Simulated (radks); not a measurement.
Charge is removed step by step from the 5s up level of neutral niobium, starting from [Kr] 4d4 5s(up 1, down 0). All-electron calculation, scalar-relativistic Kohn-Sham, PBE, spin-polarised, spherical densities, point nucleus; open shells are filled with parallel spins first (spin-orbit coupling, left out, can overturn this in heavy ions). Program: a radial shooting solver on a logarithmic mesh with Libxc functionals.

removed (e)	E - E(0) (eV)	eigenvalue (eV)	E minus straight line (eV)
0	0.000	-4.478	0.000
0.125	0.600	-5.128	-0.295
0.25	1.282	-5.789	-0.509
0.375	2.047	-6.460	-0.639
0.5	2.897	-7.140	-0.684
0.625	3.832	-7.829	-0.644
0.75	4.854	-8.527	-0.518
0.875	5.964	-9.234	-0.303
1	7.163	-9.950	0.000

Removing the whole electron costs 7.163 eV by Delta-SCF, against 4.478 eV from minus the eigenvalue at the starting occupation. Slater's transition state (half an electron removed) gives 7.140 eV. Integrating minus the eigenvalue over the occupation (Janak's theorem) gives 7.164 eV. In this scalar-relativistic scheme the density is built from large components alone, so the theorem holds only approximately. The mean slope of the eigenvalue, de/dn, is 5.47 eV per electron. Ionisation energy of Nb in the NIST Atomic Spectra Database: 6.759 eV (measured).
